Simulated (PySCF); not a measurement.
Species: (Br2Ga-mu-PH2)3.
Cartesian coordinates in Å at the PBE0-D3(BJ)/def2-SVP level; atoms count from 1:
```
atom  x, y, z in Å
Ga1    2.2261   -0.2753   -0.3023
Br2    2.2298    1.9697    0.2934
Br3    4.1825   -1.4097   -0.6988
P4     0.7661   -0.2864   -2.1822
Ga5   -1.4836    0.4691   -1.8468
Br6   -2.7726   -1.4268   -2.1045
Br7   -1.8703    2.3348   -3.1387
P8    -1.6287    1.1875    0.4273
Ga9   -0.8593   -0.0474    2.3294
Br10  -0.1127    1.4717    3.8843
Br11  -2.4591   -1.5758    2.9607
P12    1.0341   -1.2635    1.5028
H13    0.7211   -1.5527   -2.8141
H14    1.3857    0.5033   -3.1795
H15   -3.0014    1.4589    0.6459
H16   -1.0774    2.4883    0.5022
H17    1.9678   -1.4145    2.5551
H18    0.6956   -2.6142    1.2434
```

The calculation used PBE0-D3(BJ)/def2-SVP geometry optimisation, gas phase in PySCF 2.14.0.

Masses are those of the commonest isotopes; rigid-rotor values at the optimised geometry. The values belong to one conformer.

(1) What are A, B and C (GHz)?

(2) Classify the top.

(3) Is it planar, by Δ = Ic − Ia − Ib?

(4) Give the other two planar moments, Paa and Pbb, and the rms extents of the mass along the axes.

(5) Where do the levels up to J = 2 lie, in MHz?

(6) Which types of transition are allowed, and where do some lines up to J = 4 fall?

## Answers

(1) Ia = 5260.13, Ib = 5532.21, Ic = 7755.06 u·Å²; 505379 MHz·u·Å²/I gives 96.1, 91.4 and 65.2 MHz, that is A = 0.0961, B = 0.0914, C = 0.0652 GHz.

(2) An asymmetric top. Ray's parameter κ = (2B − A − C)/(A − C) = 0.694; −1 is the prolate and +1 the oblate limit.

(3) Not planar: Δ = Ic − Ia − Ib = -3037.28 u·Å². For a rigid frame Δ = −2 Σ m c², so Σ m c² = 1518.64 u·Å² lies off the ab plane: 19.67 from hydrogen and 1498.97 from heavier atoms. The atom farthest from that plane is 2.61 Å away.

(4) Paa = Σ m a² = (Ib + Ic − Ia)/2 = 4013.57 and Pbb = Σ m b² = (Ia + Ic − Ib)/2 = 3741.50 u·Å². With the mass M = 779.25 u, the rms extents √(P/M) along a, b and c are 2.27, 2.19, 1.40 Å.

(5) Above 0(0,0):
J = 1: 1(0,1) 157, 1(1,1) 161, 1(1,0) 187
J = 2: 2(0,2) 448, 2(1,2) 448, 2(1,1) 527, 2(2,1) 541, 2(2,0) 563
The levels of one J sum to (2J + 1)J(J + 1)(A + B + C)/3.

(6) The dipole components are |μa| = 0.32 D, |μb| = 1.60 D, |μc| = 1.58 D. Intensities carry the squares of the components, which stand as 0.04 : 1.00 : 0.98 (a : b : c). Some of the stronger lines:

```csv
type,branch,"J(Ka,Kc)",MHz,lower level (cm⁻¹)
b,R,"2(2,1) ← 1(1,0)",353,0.006
c,R,"2(2,0) ← 1(1,0)",375,0.006
c,R,"2(2,1) ← 1(1,1)",380,0.005
b,R,"2(2,0) ← 1(1,1)",402,0.005
b,R,"3(1,3) ← 2(0,2)",420,0.015
b,R,"3(1,2) ← 2(2,1)",467,0.018
b,R,"3(2,2) ← 2(1,1)",484,0.018
b,R,"3(3,1) ← 2(2,0)",548,0.019
c,R,"3(1,2) ← 2(0,2)",560,0.015
b,R,"3(3,0) ← 2(2,1)",587,0.018
b,R,"4(1,3) ← 3(2,2)",605,0.034
b,R,"4(2,3) ← 3(1,2)",608,0.034
b,R,"4(2,2) ← 3(3,1)",642,0.037
b,R,"4(3,2) ← 3(2,1)",678,0.036
c,R,"4(3,1) ← 3(2,1)",742,0.036
b,R,"4(4,1) ← 3(3,0)",743,0.038
c,R,"4(1,3) ← 3(0,3)",748,0.029
c,R,"4(3,2) ← 3(2,2)",750,0.034
c,R,"4(4,1) ← 3(3,1)",760,0.037
b,R,"4(4,0) ← 3(3,1)",772,0.037
b,R,"4(3,1) ← 3(2,2)",813,0.034
```

PBE0-D3(BJ)/def2-SVP frequencies: not computed here. Constants of a rigid frame at the computed geometry: no zero-point averaging, no centrifugal distortion. Quadrupole hyperfine structure (69Ga, 79Br) is left out.
